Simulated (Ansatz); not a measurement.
Ge₂₄H₃₀, a nanocrystal cut from hexagonal germanium. The state is a triplet with charge 0. Geometry PBE-D4/def2-SVP, that of the neutral singlet.

Cartesian coordinates in Å:
```
Ge 0.340 4.596 0.057
Ge 2.562 4.493 -0.987
Ge -2.807 2.455 1.434
Ge -4.468 1.441 -0.051
Ge -0.579 2.348 0.384
Ge -0.710 1.219 -1.790
Ge 3.177 2.156 -1.385
Ge 1.515 1.104 -2.847
Ge -3.868 -0.901 -0.433
Ge -1.645 -1.029 -1.493
Ge -1.783 -2.132 -3.677
Ge 2.105 -1.237 -3.270
Ge 0.430 -2.255 -4.738
Ge -2.768 1.267 3.574
Ge 0.963 1.050 1.781
Ge 3.195 0.932 0.738
Ge -2.179 -1.075 3.172
Ge -3.837 -2.108 1.696
Ge 0.054 -1.201 2.134
Ge -0.088 -2.277 -0.066
Ge 3.811 -1.411 0.372
Ge 2.139 -2.407 -1.117
Ge 1.600 -2.478 3.542
Ge 3.826 -2.604 2.510
H -0.629 5.420 -0.842
H 0.435 5.317 1.434
H 2.550 5.272 -2.335
H 3.615 5.165 -0.057
H -3.168 3.956 1.676
H -4.491 2.204 -1.407
H -5.889 1.539 0.579
H -1.660 2.037 -2.723
H 4.585 2.055 -2.050
H 1.455 1.877 -4.203
H -4.911 -1.559 -1.392
H -2.766 -1.341 -4.590
H -2.361 -3.566 -3.491
H 3.525 -1.302 -3.914
H 0.403 -1.508 -6.104
H 0.802 -3.741 -5.015
H -4.157 1.364 4.272
H -1.712 1.918 4.514
H 1.102 1.758 3.167
H 4.225 1.594 1.709
H -2.136 -1.845 4.530
H -5.246 -2.074 2.359
H -3.460 -3.598 1.448
H -0.633 -3.729 0.121
H 5.213 -1.474 -0.312
H 2.485 -3.912 -1.351
H 1.701 -1.799 4.940
H 1.033 -3.912 3.754
H 4.886 -1.972 3.460
H 4.220 -4.093 2.282
```

Single mean-field runs in def2-SVP are fitted with def2-universal-jkfit. At PBE-D4/def2-SVP the gap within one spin of the charge 0 triplet nearly closes, so an electron or hole may be smeared out by delocalisation error. At PBE0-D4/def2-SVP a singlet of charge 0 lies 4.22 eV below the triplet at the same geometry.

Question: Estimate the α-spin orbital energies around the gap (eV) in Ansatz with PBE-D4/def2-SVP, PBE0-D4/def2-SVP.

Answer: 
```json
{"orbital": "HOMO−5", "PBE-D4/def2-SVP": "-6.17", "PBE0-D4/def2-SVP": "-7.10"}
{"orbital": "HOMO−4", "PBE-D4/def2-SVP": "-6.12", "PBE0-D4/def2-SVP": "-7.07"}
{"orbital": "HOMO−3", "PBE-D4/def2-SVP": "-6.01", "PBE0-D4/def2-SVP": "-6.93"}
{"orbital": "HOMO−2", "PBE-D4/def2-SVP": "-5.96", "PBE0-D4/def2-SVP": "-6.91"}
{"orbital": "HOMO−1", "PBE-D4/def2-SVP": "-5.84", "PBE0-D4/def2-SVP": "-6.77"}
{"orbital": "HOMO", "PBE-D4/def2-SVP": "-2.30", "PBE0-D4/def2-SVP": "-2.56"}
{"orbital": "LUMO", "PBE-D4/def2-SVP": "-2.13", "PBE0-D4/def2-SVP": "-1.51"}
{"orbital": "LUMO+1", "PBE-D4/def2-SVP": "-2.13", "PBE0-D4/def2-SVP": "-1.49"}
{"orbital": "LUMO+2", "PBE-D4/def2-SVP": "-1.91", "PBE0-D4/def2-SVP": "-1.29"}
{"orbital": "LUMO+3", "PBE-D4/def2-SVP": "-1.91", "PBE0-D4/def2-SVP": "-1.25"}
{"orbital": "LUMO+4", "PBE-D4/def2-SVP": "-1.88", "PBE0-D4/def2-SVP": "-1.22"}
{"orbital": "LUMO+5", "PBE-D4/def2-SVP": "-1.82", "PBE0-D4/def2-SVP": "-1.13"}
{"orbital": "β HOMO", "PBE-D4/def2-SVP": "-5.78", "PBE0-D4/def2-SVP": "-6.68"}
{"orbital": "β LUMO", "PBE-D4/def2-SVP": "-5.80", "PBE0-D4/def2-SVP": "-5.74"}
```
